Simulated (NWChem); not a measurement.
# B$_{2}$O$_{2}$, triplet; SMILES of the neutral closed-shell parent O=BB=O

```xyz
4

O     -0.3293     1.8112     0.0000
B      0.6438     0.8822     0.0000
B      0.0955    -0.7255     0.0000
O     -0.1327    -1.9091     0.0000
```
Atoms are numbered in this order, from 1.

Computed with NWChem. Spin-unrestricted. Medium grid unless said otherwise, to which SCAN and Minnesota functionals are sensitive. Structure relaxed at the PBE0/def2-SVP, spin-unrestricted level. The spin multiplicity was typed, not searched, and may not be the lowest. No stability test was run on the SCF state. Total energies of different functionals are on different scales.

| level | energy (Ha) | highest occupied level (eV) | lowest empty minus highest occupied level, either spin (eV) | dipole (D) | <S²> |
|---|---|---|---|---|---|
| UHF/def2-TZVP | -199.1407 | (withheld) | (withheld) | (withheld) | 2.01 |
| MN15/def2-TZVP | -199.9367 | -7.41 | 1.39 | 2.50 | 2.00 |
| LRC-wPBEh/def2-TZVP | -199.9304 | -9.11 | 4.13 | 2.45 | 2.00 |

Question: Complete the blanks.

Answer: 
- UHF/def2-TZVP, highest occupied level (eV): -11.05
- UHF/def2-TZVP, lowest empty minus highest occupied level, either spin (eV): 10.01
- UHF/def2-TZVP, dipole (D): 3.18
